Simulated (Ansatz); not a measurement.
**How methods differ on Si2H2OF2 (SMILES F[Si]1(F)O[SiH2]1)**

Si2H2OF2: 7 atoms, total charge 0, spin state singlet. As SMILES, `F[Si]1(F)O[SiH2]1`. The shape was relaxed beforehand at B3LYP/def2-SVP.

| atom | x (Å) | y (Å) | z (Å) |
| --- | --- | --- | --- |
| F | 0.4243 | -1.6305 | 1.7237 |
| Si | 0.0422 | -1.0295 | 0.2800 |
| F | -0.2054 | -2.3186 | -0.6519 |
| O | 1.1328 | 0.0816 | -0.3309 |
| Si | -0.3052 | 1.0773 | -0.2381 |
| H | -0.2118 | 2.2056 | 0.7244 |
| H | -0.8154 | 1.5460 | -1.5527 |

Quantity: the dissociation energy of the Si2–F1 bond into doublet Si2H2OF and doublet F (shapes relaxed at B3LYP/def2-SVP, no zero-point term), in eV. The values are calculated.

| level | kind | program | value (eV) | less CCSD(T)/def2-SVP | CPU time (all runs) |
| --- | --- | --- | --- | --- | --- |
| HF/def2-SVP | Hartree–Fock | Ansatz | 3.62 | -1.64 | 3 s |
| PBE/def2-SVP | GGA | Ansatz | 5.88 | +0.62 | 3.3 s |
| r2SCAN/def2-SVP | meta-GGA | Ansatz | 5.79 | +0.53 | 7.1 s |
| PBE0-D4/def2-SVP | global hybrid | Ansatz | 5.64 | +0.38 | 4.7 s |
| wB97M-V/def2-SVP | range-separated hybrid | Ansatz | 5.71 | +0.45 | 17 s |
| B2PLYP/def2-SVP | double hybrid | Ansatz | 5.48 | +0.22 | 7.1 s |
| RPA@PBE/def2-SVP | RPA | Ansatz | 4.75 | -0.51 | 6.3 s |
| CCSD(T)/def2-SVP | coupled cluster or CI | Ansatz | 5.26 | 0.00 | 14 s |

Differences are taken from CCSD(T)/def2-SVP for orientation; it has basis-set and higher-order errors of its own. The values span 3.62 to 5.88 eV. Hartree–Fock misses the correlation of the electron pair that is broken and comes out low. Measured bond enthalpies also hold zero-point and thermal terms, a few tenths of an eV less. CPU times are rough (shared hosts, several kinds of processor): they show what a rung costs within a factor of a few.
